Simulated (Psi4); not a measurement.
C3H7O (SMILES C[C-](C)O), charge -1, singlet, geometry from GFN2-xTB (a gas-phase anion, which may not be bound at this level); MP2/def2-SVP (Psi4).

Psi4 was given this input:
```
memory 2 GB

molecule mol {
-1 1
  O     0.072437    1.403210   -0.197336
  C    -0.003743    0.039027    0.514568
  H     0.678774    1.903421    0.355744
  C    -1.295482   -0.576668   -0.043471
  C     1.168255   -0.779392   -0.074952
  H    -1.321613   -0.690325   -1.147815
  H     1.156039   -0.896331   -1.179742
  H    -2.156850    0.037738    0.236541
  H     2.129441   -0.318226    0.186784
  H    -1.440571   -1.573077    0.391220
  H     1.161096   -1.786682    0.359086
}

set basis def2-svp
set reference rhf
set freeze_core true
set mp2_type conv
set scf_type pk
set puream true
set d_convergence 1e-8

energy('mp2')
print_variables()
```

### Question
What does Psi4 print? Leave out banner, timings and long lists.

### Answer

```
   => Loading Basis Set <=

    Name: DEF2-SVP
    Role: ORBITAL
    Keyword: BASIS

         ---------------------------------------------------------
                                   SCF
               by Justin Turney, Rob Parrish, Andy Simmonett
                          and Daniel G. A. Smith
                              RHF Reference
         ---------------------------------------------------------

  ==> Geometry <==

    Molecular point group: c1
    Full point group: C1

    Geometry (in Angstrom), charge = -1, multiplicity = 1:

       Center              X                  Y                   Z               Mass
    ------------   -----------------  -----------------  -----------------  -----------------
         O            0.075910107833     1.347488457716    -0.210764347055    15.994914619570
         C           -0.000269892167    -0.016694542284     0.501139652945    12.000000000000
         H            0.682247107833     1.847699457716     0.342315652945     1.007825032230
         C           -1.292008892167    -0.632389542284    -0.056899347055    12.000000000000
         C            1.171728107833    -0.835113542284    -0.088380347055    12.000000000000
         H           -1.318139892167    -0.746046542284    -1.161243347055     1.007825032230
         H            1.159512107833    -0.952052542284    -1.193170347055     1.007825032230
         H           -2.153376892167    -0.017983542284     0.223112652945     1.007825032230
         H            2.132914107833    -0.373947542284     0.173355652945     1.007825032230
         H           -1.437097892167    -1.628798542284     0.377791652945     1.007825032230
         H            1.164569107833    -1.842403542284     0.345657652945     1.007825032230

  Running in c1 symmetry.

  Rotational constants: A =      0.28200  B =      0.27817  C =      0.15853 [cm^-1]
  Rotational constants: A =   8454.24641  B =   8339.19268  C =   4752.62348 [MHz]
  Nuclear repulsion =  123.370976427239071

  Charge       = -1
  Multiplicity = 1
  Electrons    = 34
  Nalpha       = 17
  Nbeta        = 17

  ==> Algorithm <==

  SCF Algorithm Type is PK.
  DIIS enabled.
  MOM disabled.
  Fractional occupation disabled.
  Guess Type is SAD.
  Energy threshold   = 1.00e-08
  Density threshold  = 1.00e-08
  Integral threshold = 1.00e-12

  ==> Primary Basis <==

  Basis Set: DEF2-SVP
    Blend: DEF2-SVP
    Number of shells: 45
    Number of basis functions: 91
    Number of Cartesian functions: 95
    Spherical Harmonics?: true
    Max angular momentum: 2

  ==> Integral Setup <==

  Using in-core PK algorithm.
   Calculation information:
      Number of atoms:                  11
      Number of AO shells:              45
      Number of primitives:             83
      Number of atomic orbitals:        95
      Number of basis functions:        91

      Integral cutoff                 1.00e-12
      Number of threads:                 1

  Performing in-core PK
  Using 17526782 doubles for integral storage.
  We computed 524426 shell quartets total.
  Whereas there are 536130 unique shell quartets.

  ==> DiskJK: Disk-Based J/K Matrices <==

    J tasked:                  Yes
    K tasked:                  Yes
    wK tasked:                  No
    Schwarz Cutoff:          1E-12

  Minimum eigenvalue in the overlap matrix is 2.4622554996E-03.
  Reciprocal condition number of the overlap matrix is 4.1596439951E-04.
    Using symmetric orthogonalization.

  ==> Pre-Iterations <==

  SCF Guess: Superposition of Atomic Densities via on-the-fly atomic UHF (no occupation information).

   -------------------------
    Irrep   Nso     Nmo
   -------------------------
     A         91      91
   -------------------------
    Total      91      91
   -------------------------

  ==> Iterations <==

                        Total Energy        Delta E     RMS |[F,P]|

   @RHF iter SAD:  -191.23719821407622   -1.91237e+02   0.00000e+00
[...]
  @RHF Final Energy:  -192.27221396754143
    Total Energy =                       -192.2722139675414326
  DIE_IF_NOT_CONVERGED          => (empty)
[...]
  PARENT_SYMMETRY               => (empty)
  PCG_BETA_TYPE                 => (empty)
  PCG_CONVERGENCE               => (empty)
  PCG_MAXITER                   => (empty)
  PCM                           => (empty)
  PE                            => (empty)
  PRINT                         => (empty)
  PRINT_NOONS                   => (empty)
  PROPERTIES                    => (empty)
  PROPERTIES_ORIGIN             => (empty)
  PUREAM                        => TRUE            !
  QC_MODULE                     => (empty)
  RAS1                          => (empty)
  RAS2                          => (empty)
  RAS3                          => (empty)
  RAS4                          => (empty)
  RELATIVISTIC                  => (empty)
  RELAXED                       => (empty)
  REMP_A                        => (empty)
  RESTRICTED_DOCC               => (empty)
  RESTRICTED_UOCC               => (empty)
  RMS_MOGRAD_CONVERGENCE        => (empty)
  R_CONVERGENCE                 => (empty)
  SCF_TYPE                      => PK              !
  SCREENING                     => (empty)
  SCS_TYPE                      => (empty)
  SOCC                          => (empty)
  SOS_TYPE                      => (empty)
  SPIN_SCALE_TYPE               => NONE            !
  SS_SCALE                      => (empty)
  SYMMETRIZE                    => (empty)
  TPDM_ABCD_TYPE                => (empty)
  WFN                           => (empty)
  WFN_TYPE                      => OMP2            !
  WRITER_FILE_LABEL             => (empty)
  ZORA_BASIS_TOLERANCE          => (empty)
  ZORA_NR_DEBUG                 => (empty)
  ZORA_PRUNING_SCHEME           => (empty)
  ZORA_RADIAL_POINTS            => (empty)
  ZORA_SPHERICAL_POINTS         => (empty)

 ==============================================================================
 ==============================================================================
 ==============================================================================

                             MP2
                    Program Written by Ugur Bozkaya,
              Additional Contributions by J. P. Misiewicz

 ==============================================================================
 ==============================================================================
 ==============================================================================

	MO spaces per irreps...

	IRREP   FC    OCC   VIR  FV
	==============================
	   A     4    13    74    0
	==============================

	Cost of iabc is     48 MB
	Cost of abcd is    224 MB
	Switching to the incore algorithm for iabc..
	Switching to the incore algorithm for abcd..

	Computing MP2 energy using SCF MOs (Canonical MP2)...
	==============================================================================
	Nuclear Repulsion Energy (a.u.)    :   123.37097642723907
	SCF Energy (a.u.)                  :  -192.27221396754143
	REF Energy (a.u.)                  :  -192.27221396754143
	Alpha-Alpha Contribution (a.u.)    :    -0.07486775057896
	Alpha-Beta Contribution (a.u.)     :    -0.48062407763132
	Beta-Beta Contribution (a.u.)      :    -0.07486775057896
	Scaled_SS Correlation Energy (a.u.):    -0.04991183371930
	Scaled_OS Correlation Energy (a.u.):    -0.57674889315759
	SCS-MP2 Total Energy (a.u.)        :  -192.89887469441834
	SOS-MP2 Total Energy (a.u.)        :  -192.84896286069903
	SCSN-MP2 Total Energy (a.u.)       :  -192.53574844957936
	SCS-MP2-VDW Total Energy (a.u.)    :  -192.96228053748848
	SOS-PI-MP2 Total Energy (a.u.)     :  -192.94508767622528
	MP2 Correlation Energy (a.u.)      :    -0.63035957878923
	MP2 Total Energy (a.u.)            :  -192.90257354633067
	==============================================================================

  Variable Map:
  ----------------------------------------------------------------------------
[...]
  Array Variable Map:
  ----------------------------------------------------------------------------
[...]
[...]
```
